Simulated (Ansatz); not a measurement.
Cost and result up the ladder for Ge12N (13 atoms). Charge 0, multiplicity 2. Geometry: PBE-D4/def2-SVP.

```xyz
13

N    -0.5847    1.1984   -0.8378
Ge   -0.8999   -0.6962   -1.1626
Ge    1.0698    2.0047   -0.0132
Ge   -0.0180    1.9060    2.3748
Ge    2.7709    0.1637   -0.9015
Ge   -0.7011   -0.5791    1.7192
Ge    1.2262   -1.3242   -2.4394
Ge    0.5124    1.5555   -2.4877
Ge   -1.4041   -2.8807    1.2717
Ge   -2.0570    1.6137    0.4715
Ge    1.1739   -2.0260    0.1536
Ge    1.9193    0.0171    1.6439
Ge   -3.0079   -0.9528    0.2076
```

Ansatz; hardware A = 2 threads of AMD EPYC 7R13 on a shared host and a share (18 GiB) of an NVIDIA H100 80GB HBM3; B = 2 threads of AMD EPYC 7R13 on a shared host. Times are rough, and most runs start from the orbitals of an earlier one. PBE0-D4/def2-TZVP serves as the yardstick here, not as an exact answer. Differences are given only for rows in sets of like size (and for xTB, whose basis is part of the method), since another set adds its own error. Binding counts from free atoms at the same level (N quartet, Ge triplet; other spins of the atoms weren't run), without zero-point energy or a counterpoise term.

Correlated methods freeze 109 core orbitals; core or outer-core shells of Ge are correlated, in sets that lack core-valence functions. The rows differ in basis, and correlated rows in double-zeta sets carry the largest basis error. Single mean-field runs in def2-TZVP are fitted with def2-universal-jkfit. Another isomer (doublet) lies 0.55 eV lower at PBE0-D4/def2-TZVP; other spin states weren't run for this one.

Run but left out: MP2/def2-SVP (⟨S²⟩ 0.92, where a pure state has 0.75).

Correlated methods converge slowly with the basis, most of all in double-zeta sets.

```tsv
level	functions	wall time	binding energy per atom (eV)	difference from PBE0-D4/def2-TZVP (eV)	remarks
PBE-D4/def2-SVP [A]	398	12 s	3.44	–	–
PBE0-D4/def2-SVP [A]	398	14 s	3.24	–	–
revPBE-D4/def2-TZVP [A]	607	15 s	3.31	0.04	–
PBE-D4/def2-TZVP (with forces) [A]	607	15 s	3.46	0.19	–
r2SCAN-D4/def2-TZVP [A]	607	15 s	3.29	0.02	–
RPA@PBE/def2-SVP [A]	398	22 s	2.59	–	–
PBE0-D4/def2-TZVP [A]	607	31 s	3.27	0.00	–
HF/STO-3G [B]	221	2.2 min	2.97	–	spin-contaminated (⟨S²⟩ 0.89)
```
